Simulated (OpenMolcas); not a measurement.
# Te2+: Slater's ratio, worked from levels

```json
{"Program": "OpenMolcas", "Basis": "ANO-RCC-VQZP [8s7p5d3f2g]", "Scalar Hamiltonian": "DKH2, point nucleus", "Active space": "2 electrons in 3 orbitals (5p)", "State averaging": "2S+1 = 3 even, 3 roots; 2S+1 = 1 even, 6 roots", "Spin-orbit coupling": "RASSI with atomic mean-field integrals over the reference wave functions, term energies averaged over their components"}
```

Methods: CASSCF; SS-CASPT2, IPEA 0.25 Eh, imaginary shift 0.1 Eh (closed shells correlated: 4d 5s). Measured levels: the list in Zhang, Palmeri, Quinet and Biemont, Astron. Astrophys. 551, A136 (2013).

**Slater's ratio.** With one set of orbitals, p2 has 1D - 3P = 6 F2 and 1S - 1D = 9 F2 (F2 = F²/25), a ratio of 3/2. Term energies are centres of gravity, weighted by 2J + 1.

```tsv
Source	1D - 3P	1S - 3P	F2 from the first	Ratio
CASSCF	12864	29193	2144	1.269
SS-CASPT2	10633	23726	1772	1.231
measured	11237	24275	1873	1.160
```

Energies in cm-1. A ratio away from 3/2 shows effects beyond one configuration with one set of orbitals, and in heavier atoms second-order spin-orbit shifts.

CASPT2 does not keep the components of a term degenerate, so their means are used; among the terms shown or strongly mixed into the levels shown the widest spread is 91 cm-1 (5s2 5p2 1D, SS-CASPT2). With the s shell closed, the reference lacks s² → p² mixing. Measured partners are found by configuration, term and J. A level has none where our copy of the source lacks it or the pairing is in doubt (some pairs that miss far off the trend of their configuration count as doubtful), and it then counts in no deviation. Levels of configurations outside the active space are missing.
